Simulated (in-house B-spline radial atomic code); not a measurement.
**Bi3+: [Xe] 4f14 5d9 6s2 8f1 (an excited or competing configuration)**

Method: Dirac-Hartree-Fock, average of configuration, Fermi nucleus of rms radius 5.5211 fm. Calculated with a B-spline radial code for spherical atoms.

Effective charges: Z_r = [3n² - l(l+1)]/(2<r>) from the radius, Z_e = n√(-2ε) from the energy, and Slater's rules. Values are occupation-weighted means over j. An effective charge above Z reflects the relativistic contraction of the inner shells.

```
shell  electrons   ε (eV)  <r> (bohr)    Z_r    Z_e  Slater
   1s          2   -91187     0.01579  94.97  81.87   82.70
   2s          2   -16572     0.06575  91.25  69.80   78.85
   2p          6   -14346     0.05996  83.39  64.94   78.85
   3s          2  -4106.8      0.1707  79.07  52.12   71.75
   3p          6    -3451      0.1724  72.51  47.78   71.75
   3d         10  -2715.9      0.1576  66.63  42.39   61.85
   4s          2  -1016.4      0.3767  63.71  34.57   55.25
   4p          6  -795.33         0.4  57.50  30.58   55.25
   4d         10  -519.59      0.4217  49.79  24.72   43.85
   5s          2  -224.95      0.8371  44.80  20.33   25.35
   4f         14  -223.17      0.4394  40.97  16.20   32.45
   5p          6  -158.89      0.9449  38.63  17.09   25.35
   5d          9   -77.56       1.183  29.17  11.94   12.20
   6s          2  -53.237       1.962  27.52  11.87    8.20
   8f          1  -4.9011       15.03   5.99   4.80    4.00
```

The least bound orbital is 8f7/2 at -4.9 eV, and it is also the most diffuse (<r> = 15.04 bohr). The part-filled 5d shell lies below the filled 6s shell in orbital energy.

Spin-orbit splittings of the orbital energies (j = l + 1/2 above j = l - 1/2 when positive): 2p 2323 eV, 3p 526.7 eV, 3d 110.7 eV, 4p 131.5 eV, 4d 24.81 eV, 4f 5.674 eV, 5p 25.68 eV, 5d 3.314 eV, 8f 0.001577 eV.

For the 1s electron the small component carries 10.1 % of the norm, the zero-frequency Breit interaction raises the level by 357.9 eV, self-energy by 233.5 eV, and vacuum polarisation lowers it by 50.59 eV.

The density falls to 0.001 bohr⁻³ at 3.363 bohr; Σ<r²> = 295.38 bohr² gives, by the non-relativistic formula and without the paramagnetism of open shells, a Langevin diamagnetic susceptibility of -233.9×10⁻⁶ cm³/mol.
